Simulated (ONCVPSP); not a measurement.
## Varying the ONCV potential for Ag

Base potential:

| Item | Value |
| --- | --- |
| Element | Ag |
| Generator | ONCVPSP 4.0.1 |
| Type | optimised norm-conserving Vanderbilt (ONCV) |
| Functional | PBE |
| Relativity | scalar-relativistic |
| Frozen core | [Ar] 3d10 |
| Valence charge | 19 |
| Reference configuration | 4s2 4p6 4d10 5s1 |
| Partial waves | 4s+5s: rc 1.55 bohr, ncon 3, nbas 6, qcut 10.3 1/bohr, 3 projectors, debl 2.6 Ha; 4p: rc 1.55 bohr, ncon 4, nbas 9, qcut 8.4 1/bohr, 2 projectors, debl 3.5 Ha; 4d: rc 1.20 bohr, ncon 4, nbas 9, qcut 7.5 1/bohr, local |
| Local potential | the d channel |
| Core correction | Teter function, parameters optimised by the program |

All-electron outer shells of the reference configuration (PBE, scalar-relativistic, ld1.x):

```tsv
shell	level (eV)	outermost node (bohr)	outermost maximum (bohr)
3d	-358.48	–	0.27
4s	-95.05	0.44	0.82
4p	-58.57	0.44	0.87
4d	-7.44	0.43	1.04
5s	-4.40	1.11	2.49
```

Cutoffs, loose and tight: the cutoffs (Ha) at which the residual kinetic energy of the hardest occupied pseudo-wave falls to 1 and 0.1 mHa per electron. They do not see the model core or the augmentation charge, which bear on the density cutoff. Test errors are all-electron minus pseudo excitation energies from the reference, over the configurations 4s2 4p6 4d10 5s0; 4s2 4p6 4d9 5s0; 4s2 4p6 4d8 5s0; 4s2 4p6 4d9 5s1 5p1. A dash means not determined; rows that change the core or the reference have their own tests.

```csv
change,outcome,"cutoff, loose","cutoff, tight",bound ghosts,GHOST(+) flags above zero,largest test error (meV)
base,generated,44 Ha,189 Ha,none,s,-7.5
"d: nproj 1; local potential polynomial inside 1.00 bohr (lpopt 4, dvloc0 0 Ha)",generated,44 Ha,189 Ha,none,s,-2.4
non-relativistic,generated,45 Ha,190 Ha,none,s,-3.9
s: qcut 9,generated,44 Ha,189 Ha,none,s,-7.3
d: qcut 8.3,generated,32 Ha,69 Ha,none,s,-4.7
```

Question: What comes out with this change to the base: d: nbas 7?

Answer: outcome: generated; cutoff, loose: 48 Ha; cutoff, tight: 107 Ha; bound ghosts: none; GHOST(+) flags above zero: s; largest test error (meV): -5.4.
